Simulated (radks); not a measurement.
The numbers below are computed, except where a source is named.
O I, 8 electrons, occupied as [He] 2s2 2p4. Level of theory: non-relativistic Kohn-Sham, PBE, spin-polarised, spherical densities, point nucleus; open shells are filled with parallel spins first; hard spherical wall at 1.5 bohr (a radial shooting solver on a logarithmic mesh with Libxc functionals).

Normalised radial functions P(r) = r R(r), r in bohr:

r        2s down
0.01052   0.1331
0.01149   0.1442
0.01254   0.1561
0.0137    0.1688
0.01496   0.1825
0.01633   0.1970
0.01769   0.2111
0.01932   0.2274
0.0211    0.2447
0.02304   0.2630
0.02516   0.2822
0.02747   0.3022
0.03      0.3231
0.03276   0.3448
0.03549   0.3650
0.03875   0.3877
0.04232   0.4107
0.04621   0.4338
0.05046   0.4566
0.0551    0.4789
0.06017   0.5002
0.06571   0.5200
0.07118   0.5363
0.07773   0.5518
0.08488   0.5640
0.09269   0.5722
0.1012    0.5756
0.1105    0.5733
0.1207    0.5644
0.1318    0.5479
0.1428    0.5256
0.1559    0.4921
0.1702    0.4485
0.1859    0.3940
0.203     0.3283
0.2217    0.2509
0.2421    0.1619
0.2643    0.0618
0.2864   -0.0383
0.3127   -0.1573
0.3415   -0.2838
0.3729   -0.4158
0.4072   -0.5504
0.4446   -0.6846
0.4855   -0.8145
0.5302   -0.9360
0.5743   -1.0350
0.6272   -1.1266
0.6849   -1.1949
0.7479   -1.2345
0.8167   -1.2395
0.8918   -1.2044
0.9738   -1.1239
1.063    -0.9938
1.152    -0.8306
1.258    -0.6017
1.374    -0.3226
1.5      0.0000

2s down: eigenvalue 39.924 eV, 1 radial node at r = 0.278 bohr, <r> = 0.799 bohr, 90 % of the charge inside 1.13 bohr.
